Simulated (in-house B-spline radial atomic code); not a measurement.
Se¹⁶⁺. Computed with a B-spline radial atomic code. Model: all-electron spherical atom, spin shells full or empty, radial basis limit, no spin-orbit coupling: exact exchange with a local potential (Slater, KLI or optimised effective potential, whose far tail is KLI's), no correlation.

Exchange potential has not reached -1/r at the last radius.

The run also made RPA and GW results, which its time includes.

The Slater potential averages the orbital exchange potentials with the orbital densities as weights, KLI adds orbital constants, and the optimised effective potential minimises the exact-exchange energy among local potentials. So their energies lie above Hartree-Fock in the order OEP, KLI, Slater. All fall off as −1/r, unlike LDA and GGA exchange.

Command:
```bash
python run_gw.py task.json out
```
Settings (lengths in bohr, energies in hartree):
```
Z                      34
electrons              18
configuration          [Ne] 3s2 3p6
hamiltonian            nr
method                 oep
lmax                   9
spin_polarised         False
box_radius             4.78
intervals              65
```

Cost of the run: 2.8 s on 1 thread of Arm Neoverse N1 (shared host).

Given: hamiltonian non-relativistic; mean-field start exchange-only OEP.

Computed: energy above Hartree-Fock 5.9408 millihartree; virial ratio -E/T less 1 0.

| radius (bohr) | r times exchange potential (hartree bohr) |
| --- | --- |
| 0.00147 | -0.041418 |
| 0.00177 | -0.049831 |
| 0.00213 | -0.059898 |
| 0.00257 | -0.072159 |
| 0.00309 | -0.086554 |
| 0.00372 | -0.10386 |
| 0.00449 | -0.12476 |
| 0.0054 | -0.14905 |
| 0.00651 | -0.17803 |
| 0.00783 | -0.2114 |
| 0.00943 | -0.25011 |
| 0.0114 | -0.29499 |
| 0.0137 | ? |
| 0.0165 | -0.3957 |
| 0.0198 | -0.44873 |
| 0.0239 | -0.50158 |
| 0.0288 | -0.54686 |
| 0.0347 | -0.57732 |
| 0.0417 | -0.58422 |
| 0.0503 | -0.56451 |
| 0.0605 | -0.54351 |
| 0.0729 | -0.58581 |
| 0.0878 | -0.71152 |
| 0.106 | -0.86137 |
| 0.127 | -0.98266 |
| 0.153 | -1.0651 |
| 0.185 | -1.0859 |
| 0.222 | -1.0026 |
| 0.268 | -0.7915 |
| 0.322 | ? |
| 0.388 | -1.1737 |
| 0.468 | -1.3442 |
| 0.563 | -1.4122 |
| 0.678 | -1.4035 |
| 0.817 | -1.338 |
| 0.983 | -1.2542 |
| 1.18 | -1.1812 |

(1) What belongs in the row 0.0137?

(2) What belongs in the row 0.322?

```csv
occupied,level (hartree),Hartree-Fock level (hartree)
1s,-473.98,-481.84
2s,-79.398,-81.647
2p,?,?
3s,-25.909,-26.305
3p,-23.898,-23.898
```

(3) What belongs in the row 2p?

```tsv
empty	level (hartree)
3d	-20.668
4s	?
4p	-11.8
4d	-10.621
4f	-9.6333
```

(4) What belongs in the row 4s?

Answers

(1) r times exchange potential (hartree bohr): -0.34321.

(2) r times exchange potential (hartree bohr): -0.86331.

(3) level (hartree): -73.596; Hartree-Fock level (hartree): -75.29.

(4) level (hartree): -12.579.

The highest level, 3p, differs from Hartree-Fock by -0.011 eV and the deepest, 1s, by +214 eV: a local potential can match the highest level but can't give each shell its own exchange.
